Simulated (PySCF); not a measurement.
CF₃, charge +1, multiplicity 1. Atoms are numbered in the order given.

```xyz
4

F     -1.2469     0.0000     0.0000
C      0.0000     0.0000     0.0000
F      0.6235    -1.0799     0.0000
F      0.6235     1.0799     0.0000
```
Charge +1, spin multiplicity 1.

Geometry optimised at PBE-D3(BJ)/def2-TZVP. The spin state was assumed, not searched. The isomer is the one that the SMILES or the coordinates give; other isomers of the formula were not compared.

The numbers are results of PBE-D3(BJ)/def2-TZVP run with PySCF 2.14.0, not measurements.

No scaling factor is applied to the harmonic values.

Modes within 1.5 cm⁻¹ of each other (mostly degenerate sets) share a row, with their intensities summed.

```json
[
 {"mode": "1–2", "ν (cm⁻¹)": "566", "IR (km/mol)": "21.1", "moving atoms (share of kinetic energy)": "F 91 %, C 9 %"},
 {"mode": "3", "ν (cm⁻¹)": "765", "IR (km/mol)": "48.3", "moving atoms (share of kinetic energy)": "C 83 %, F 17 %"},
 {"mode": "4", "ν (cm⁻¹)": "1010", "IR (km/mol)": "0.0", "moving atoms (share of kinetic energy)": "F 100 %"},
 {"mode": "5–6", "ν (cm⁻¹)": "1607", "IR (km/mol)": "791.3", "moving atoms (share of kinetic energy)": "C 74 %, F 26 %"}
]
```
